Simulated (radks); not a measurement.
Fractional charge and spin in the 5p shell of tantalum: the spin-up occupation runs from 2 to 3 and the spin-down occupation from 2 to 3; the fullest corner is Ta3+, [Kr] 4d10 4f14 5s2 5d(up 1, down 1) 5p(up 3, down 3). Calculated with a radial shooting solver on a logarithmic mesh with Libxc functionals: scalar-relativistic Kohn-Sham, SCAN, spin-polarised, spherical densities, finite nucleus; meta-GGA in the generalised Kohn-Sham scheme; Fermi nuclear charge, rms radius of each element as measured or else 0.836 A^(1/3) + 0.57 fm. Energy (eV) minus the two flat planes that join the four corners (they meet along the diagonal where the two added fractions sum to one electron); zero is where a piecewise linear energy would lie.

down \ up,2,2.25,2.5,2.75,3
2,0.000,-1.497,-1.960,-1.439,0.000
2.25,-1.497,-1.930,-1.340,0.228,-1.448
2.5,-1.960,-1.340,0.293,-1.257,-1.902
2.75,-1.439,0.228,-1.257,-1.777,-1.394
3,0.000,-1.448,-1.902,-1.394,0.000

Corners above the fullest one (they belong to Ta4+ and the next ion): (up 3, down 2) 75.058 eV, (up 2, down 3) 75.058 eV, (up 2, down 2) 166.73 eV. With half an added electron in each spin the energy lies 0.293 eV from the planes, and with half an added electron in spin up alone -1.960 eV. The planes are only a guide here: the flat-plane condition holds for ground states with one frontier orbital, while this shell lies below other occupied shells, so the corners above the fullest one are inner-hole states and not the ground states of those ions.
